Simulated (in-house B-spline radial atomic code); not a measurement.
**RPA and G0W0 on BLYP: the oxygen ion O⁴⁺**

Configuration [He] 2s2, mean-field start BLYP. Computed with a B-spline radial code for spherical atoms: all electrons, scalar-relativistic (spin-free one-electron X2C), finite nucleus, each spin shell either full or empty, empty states to l = 9 with an (l + 1/2)⁻⁴ tail; G0W0 by contour deformation at full frequency.

Command:
```bash
python run_gw.py task.json out
```
Settings (radii: box in bohr, nucleus in fm):
```
Z                        8
electrons                4
configuration            [He] 2s2
hamiltonian              x2c
method                   b88,lyp
lmax                     9
rms_radius               2.6991
spin_polarised           False
box_radius               11.96
intervals                70
ion_configuration        [He] 2s1
```

Run time, properties included: 2.4 s on 1 thread of Arm Neoverse N1, on a shared host.

Energies (hartree):

```json
{"term": "mean-field total", "value": "-68.42605"}
{"term": "Hartree-Fock functional on these orbitals", "value": "-68.30814"}
{"term": "direct second order", "value": "-0.38788"}
{"term": "second-order exchange", "value": "0.19075"}
{"term": "SOSEX correction", "value": "0.13458"}
```

What is the RPA correlation energy, and what remains with SOSEX?

RPA gives -0.27419 hartree (-1.87 eV per electron); RPA + SOSEX gives -0.13961, and the second-order doubles -0.19713 hartree (no singles). SOSEX takes back 49 % of the RPA value.

Quasi-particle levels (eV):

| level | occupied | mean field | Σx - vxc | Σc | QP weight | G0W0 |
| --- | --- | --- | --- | --- | --- | --- |
| 2s | yes | -102.69 | -8.69 | ? | ? | ? |
| 2p | no | -89.40 | 13.27 | -1.81 | 0.961 | -77.94 |

G0W0 = mean field + (Σx - vxc) + Σc, with Σc (partial-wave tail included) taken at the quasi-particle energy. Levels of low weight are left out.

Where does G0W0 put 2s?

At -113.95 eV, with Σc = -2.57 eV and a quasi-particle weight of 0.941. The tabulated removal energy is 113.899 eV (NIST, measured).

What does it cost to remove one electron (to [He] 2s1) by differences of total energies, each species on its own start (correlation terms add to the Hartree-Fock functional)?

BLYP 112.64 eV, Hartree-Fock functional 111.08 eV, + RPA 114.30 eV, + RPA + SOSEX 113.52 eV, + second order 115.02 eV. Tabulated: 113.899 eV (NIST, measured).
